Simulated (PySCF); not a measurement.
PySCF input file for B(Cl)(OH)(OMe) (CH4BClO2), SMILES COB(Cl)O, PBE-D3(BJ)/def2-SVP. Geometry: PBE-D3(BJ)/def2-SVP. One conformer was computed; it need not be the lowest.

```python
import numpy as np
from pyscf import gto, scf, dft, df
from pyscf.hessian import thermo

mol = gto.M(
    atom='''
    B     0.07705078    0.18886519    0.06498310
    Cl   -0.20337976   -0.34393562    1.75039878
    O     0.60188438    1.42434851   -0.19539431
    H     0.77765177    1.92013807    0.62282358
    O    -0.25183412   -0.67682489   -0.92125023
    C    -0.07042569   -0.35630000   -2.29489287
    H     0.65040440   -1.07087960   -2.74351429
    H    -1.04083044   -0.46560554   -2.82121620
    H     0.30712826    0.67653766   -2.43727417
    ''',
    basis='def2-SVP',
    charge=0,
    spin=0,
    max_memory=1600,
    verbose=3,
)
mf = dft.RKS(mol, xc='pbe').density_fit(auxbasis='def2-universal-jkfit')
mf.disp = 'd3bj'
mf.grids.level = 3
mf.conv_tol = 1e-11
mf.max_cycle = 100
mf.kernel()

# [left out here: the lines that compute and print the analytic Hessian (its translational invariance restored by hand, since the grid's response is missing), thermochemistry and intensities]
```

Output:

```
converged SCF energy = -675.409857801145

WARN: DFTD3 does not support analytical Hessian, using finite difference


WARN: Mole.unit (angstrom) is changed to Bohr

Mode                                 0                   1                   2
Irrep
Freq [cm^-1]                       17.9430            135.3652            224.7306
Reduced mass [au]                   1.0606              3.8450              4.0406
Force const [Dyne/A]                0.0002              0.0415              0.1202
Char temp [K]                      25.8160            194.7604            323.3373
Normal mode                   x     y     z       x     y     z       x     y     z
       0   B                -0.01  0.00 -0.00    0.06 -0.03  0.00   -0.03 -0.08 -0.01
       1  Cl                 0.01 -0.00 -0.00   -0.04  0.02 -0.00    0.02  0.04  0.04
       2   O                -0.04  0.02  0.00    0.03 -0.01  0.00   -0.04 -0.09 -0.06
       3   H                -0.03  0.01  0.00   -0.07  0.03 -0.00   -0.03 -0.06 -0.08
       4   O                 0.03 -0.01  0.00    0.16 -0.06  0.01   -0.03 -0.07 -0.03
       5   C                 0.01 -0.01 -0.00   -0.12  0.05 -0.00    0.06  0.14  0.01
       6   H                -0.41 -0.36 -0.12   -0.16  0.12 -0.20    0.08  0.20 -0.05
       7   H                -0.10  0.53  0.10   -0.21  0.04  0.17    0.09  0.22 -0.06
       8   H                 0.53 -0.19  0.02   -0.20  0.08  0.00    0.07  0.15  0.20
Mode                                 3                   4                   5
Irrep
Freq [cm^-1]                      323.0531            412.9042            500.5366
Reduced mass [au]                   5.0738              6.9275              1.0991
Force const [Dyne/A]                0.3120              0.6959              0.1622
Char temp [K]                     464.8015            594.0772            720.1608
Normal mode                   x     y     z       x     y     z       x     y     z
       0   B                -0.02 -0.06 -0.03    0.00  0.01  0.02   -0.01  0.00 -0.00
       1  Cl                 0.02  0.05  0.03   -0.02 -0.04  0.11   -0.01  0.00 -0.00
       2   O                -0.02 -0.03  0.14    0.00 -0.01 -0.10   -0.06  0.03 -0.00
       3   H                -0.08 -0.17  0.24    0.06  0.12 -0.19    0.88 -0.36  0.03
       4   O                 0.00 -0.00 -0.10    0.04  0.08 -0.06    0.03 -0.01  0.00
       5   C                -0.01 -0.04 -0.11   -0.00 -0.01 -0.09   -0.00  0.00  0.00
       6   H                -0.02 -0.05 -0.10   -0.02 -0.05 -0.05    0.01  0.02 -0.02
       7   H                -0.02 -0.06 -0.10   -0.02 -0.06 -0.05   -0.01 -0.02  0.02
       8   H                -0.02 -0.04 -0.15   -0.00 -0.02 -0.19   -0.03  0.01 -0.00
Mode                                 6                   7                   8
Irrep
Freq [cm^-1]                      571.5932            683.9270            919.6680
Reduced mass [au]                  11.1580              7.8777              1.6269
Force const [Dyne/A]                2.1479              2.1710              0.8107
Char temp [K]                     822.3953            984.0187           1323.1974
Normal mode                   x     y     z       x     y     z       x     y     z
       0   B                 0.25 -0.11  0.01   -0.02 -0.05  0.11   -0.00  0.00  0.11
       1  Cl                -0.02  0.01 -0.00    0.01  0.02 -0.05    0.00  0.01 -0.02
       2   O                -0.06  0.03 -0.00   -0.06 -0.14  0.01    0.00  0.01  0.06
       3   H                -0.01  0.00  0.00    0.03  0.05 -0.13    0.26  0.58 -0.37
       4   O                -0.07  0.03 -0.00    0.05  0.13  0.01   -0.03 -0.07  0.02
       5   C                -0.00  0.00 -0.00   -0.00  0.00  0.03    0.00 -0.00 -0.10
       6   H                 0.00 -0.02  0.03   -0.04 -0.07  0.08    0.03  0.05 -0.13
       7   H                 0.02  0.01 -0.03   -0.03 -0.08  0.09    0.02  0.05 -0.13
       8   H                 0.02 -0.01 -0.00   -0.00 -0.02 -0.14    0.01  0.01  0.02
Mode                                 9                  10                  11
Irrep
Freq [cm^-1]                     1058.3098           1142.4488           1157.0588
Reduced mass [au]                   3.0635              1.2847              1.3873
Force const [Dyne/A]                2.0216              0.9880              1.0943
Char temp [K]                    1522.6722           1643.7294           1664.7500
Normal mode                   x     y     z       x     y     z       x     y     z
       0   B                -0.00 -0.01 -0.09   -0.00  0.00  0.00   -0.00 -0.02 -0.07
       1  Cl                -0.00 -0.00  0.01    0.00 -0.00 -0.00   -0.00 -0.00  0.01
       2   O                -0.00 -0.00  0.04   -0.00 -0.00 -0.00    0.00  0.00  0.02
       3   H                 0.16  0.35 -0.22   -0.01 -0.01  0.00    0.07  0.17 -0.10
       4   O                 0.02  0.03 -0.13   -0.05  0.02 -0.00   -0.02 -0.05 -0.01
       5   C                -0.03 -0.05  0.15    0.11 -0.05  0.00    0.05  0.11  0.04
       6   H                 0.01  0.05  0.04   -0.09  0.10 -0.58   -0.20 -0.25  0.22
       7   H                 0.02  0.04  0.03   -0.18  0.06  0.52   -0.05 -0.31  0.32
       8   H                -0.02 -0.04  0.26   -0.29  0.10  0.04    0.01  0.04 -0.55
Mode                                12                  13                  14
Irrep
Freq [cm^-1]                     1234.4105           1380.2205           1423.4727
Reduced mass [au]                   8.5380              1.4845              1.0429
Force const [Dyne/A]                7.6653              1.6662              1.2450
Char temp [K]                    1776.0418           1985.8300           2048.0603
Normal mode                   x     y     z       x     y     z       x     y     z
       0   B                 0.06  0.12 -0.18    0.04  0.11  0.04   -0.01 -0.02 -0.00
       1  Cl                -0.00 -0.01  0.01   -0.00 -0.00  0.00    0.00  0.00 -0.00
       2   O                -0.04 -0.10  0.04   -0.02 -0.04  0.00    0.00  0.01 -0.00
       3   H                 0.04  0.09 -0.11   -0.03 -0.07  0.03    0.01  0.02 -0.01
       4   O                 0.01  0.02  0.09   -0.01 -0.04 -0.03    0.00 -0.01 -0.00
       5   C                 0.00 -0.00 -0.05   -0.01 -0.01  0.10    0.01 -0.05 -0.00
       6   H                 0.07  0.05 -0.01   -0.09  0.19 -0.37    0.30  0.04  0.37
       7   H                -0.02  0.08 -0.02    0.22  0.09 -0.37   -0.13  0.66  0.10
       8   H                 0.00  0.01  0.07   -0.02 -0.08 -0.51   -0.35  0.05 -0.37
Mode                                15                  16                  17
Irrep
Freq [cm^-1]                     1424.5972           1505.2337           2961.7598
Reduced mass [au]                   1.0404              3.1653              1.0309
Force const [Dyne/A]                1.2440              4.2254              5.3282
Char temp [K]                    2049.6782           2165.6961           4261.3129
Normal mode                   x     y     z       x     y     z       x     y     z
       0   B                 0.00  0.01  0.00    0.07  0.17  0.10   -0.00 -0.00 -0.00
       1  Cl                -0.00 -0.00  0.00   -0.00 -0.00 -0.00   -0.00  0.00  0.00
       2   O                -0.00 -0.01  0.00   -0.02 -0.05 -0.00    0.00  0.00 -0.00
       3   H                -0.00 -0.01  0.00   -0.05 -0.12  0.05    0.00  0.00  0.00
       4   O                 0.01  0.00  0.00   -0.02 -0.05 -0.10   -0.00  0.00  0.00
       5   C                 0.05  0.01  0.00    0.00  0.01 -0.02   -0.01 -0.01  0.04
       6   H                -0.41 -0.47  0.05    0.06 -0.12  0.27    0.38 -0.38 -0.23
       7   H                 0.19  0.08 -0.33   -0.15 -0.06  0.27   -0.50 -0.06 -0.26
       8   H                -0.55  0.24  0.20    0.01  0.04  0.21    0.19  0.52 -0.06
Mode                                18                  19                  20
Irrep
Freq [cm^-1]                     3051.4540           3064.9212           3767.3949
Reduced mass [au]                   1.1069              1.1078              1.0658
Force const [Dyne/A]                6.0727              6.1312              8.9127
Char temp [K]                    4390.3629           4409.7392           5420.4424
Normal mode                   x     y     z       x     y     z       x     y     z
       0   B                 0.00 -0.00  0.00    0.00  0.00 -0.00   -0.00 -0.00  0.00
       1  Cl                 0.00 -0.00  0.00   -0.00 -0.00  0.00   -0.00 -0.00  0.00
       2   O                -0.00  0.00 -0.00   -0.00 -0.00  0.00    0.01  0.03  0.05
       3   H                 0.00 -0.00 -0.00   -0.00 -0.00  0.00   -0.18 -0.51 -0.80
       4   O                -0.00  0.00 -0.00   -0.00 -0.00  0.00   -0.00 -0.00 -0.00
       5   C                 0.08 -0.04  0.00    0.04  0.08  0.02   -0.00 -0.00  0.00
       6   H                -0.45  0.46  0.27    0.21 -0.19 -0.11    0.00 -0.00 -0.00
       7   H                -0.56 -0.08 -0.29   -0.40 -0.03 -0.20   -0.00  0.00 -0.00
       8   H                 0.05  0.08 -0.01   -0.26 -0.73  0.09    0.00  0.00 -0.00
temperature 298.1500 [K]
pressure 101325.00 [Pa]
Rotational constants [GHz] 8.19358 2.41756 1.88950
Symmetry number 1
Zero-point energy (ZPE) 0.06142 [Eh]   161262.608 [J/mol]
                           tot       elec      trans        rot        vib
Entropy [J/mol/K]       342.397      0.000    165.448    111.103     65.846
Cv [J/mol/K]             82.758      0.000     12.472     12.472     57.814
Cp [J/mol/K]             91.072      0.000     20.786     12.472     57.814
Internal energy [J/mol]                      3718.434   3718.434 170362.162
Internal energy [Eh]   -675.34214  -675.40986
Enthalpy [J/mol]                             6197.391   3718.434 170362.162
Enthalpy [Eh]          -675.34119
Gibbs free energy [J/mol]                  -43131.007 -29406.905 150730.198
Gibbs free energy [Eh] -675.38008
mode   freq/cm-1   IR/(km/mol)
   1       17.94         0.007
   2      135.37         8.307
   3      224.73         2.779
   4      323.05        14.783
   5      412.90         5.861
   6      500.54        98.975
   7      571.59        25.152
   8      683.93        26.886
   9      919.67       100.257
  10     1058.31        33.744
  11     1142.45         0.231
  12     1157.06        37.286
  13     1234.41       494.574
  14     1380.22       161.378
  15     1423.47         2.123
  16     1424.60         3.106
  17     1505.23       299.368
  18     2961.76        54.295
  19     3051.45        21.188
  20     3064.92        12.802
  21     3767.39        87.694
max |gradient| / (hartree/bohr): 6.343677893952767e-05
APT charges: [ 1.3477 -0.4563 -0.7405  0.3157 -0.8951  0.4925 -0.031  -0.0289 -0.0041]
```

The run converged.

Cost: roughly 60 core-seconds.
